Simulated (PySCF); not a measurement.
```xyz
12

Si     1.9646     0.0916    -0.1229
C      0.1253    -0.0553     0.0067
C     -0.8912     0.9453    -0.1802
C     -2.0787     0.3357     0.0267
O     -1.8930    -0.9706     0.3294
C     -0.5623    -1.1878     0.3127
H      2.4907     1.0839     0.8517
H      2.5680    -1.2366     0.1605
H      2.3700     0.5311    -1.4843
H     -0.7448     1.9831    -0.4358
H     -3.1012     0.6739    -0.0014
H     -0.2474    -2.1943     0.5369
```

Charge 0, multiplicity 1.

Question: Give the Mulliken and meta-Löwdin atomic charges from PBE-D3(BJ)/def2-TZVP // PBE0-D3(BJ)/def2-TZVP run with PySCF.

Answer: 
```json
[
 {"atom": "Si1", "Mulliken (e)": "0.12", "meta-Löwdin (e)": "0.43"},
 {"atom": "C2", "Mulliken (e)": "0.00", "meta-Löwdin (e)": "-0.28"},
 {"atom": "C3", "Mulliken (e)": "-0.22", "meta-Löwdin (e)": "-0.18"},
 {"atom": "C4", "Mulliken (e)": "-0.01", "meta-Löwdin (e)": "0.02"},
 {"atom": "O5", "Mulliken (e)": "-0.14", "meta-Löwdin (e)": "-0.20"},
 {"atom": "C6", "Mulliken (e)": "-0.06", "meta-Löwdin (e)": "0.04"},
 {"atom": "H7", "Mulliken (e)": "-0.03", "meta-Löwdin (e)": "-0.08"},
 {"atom": "H8", "Mulliken (e)": "-0.03", "meta-Löwdin (e)": "-0.08"},
 {"atom": "H9", "Mulliken (e)": "-0.03", "meta-Löwdin (e)": "-0.08"},
 {"atom": "H10", "Mulliken (e)": "0.12", "meta-Löwdin (e)": "0.14"},
 {"atom": "H11", "Mulliken (e)": "0.13", "meta-Löwdin (e)": "0.14"},
 {"atom": "H12", "Mulliken (e)": "0.13", "meta-Löwdin (e)": "0.14"}
]
```
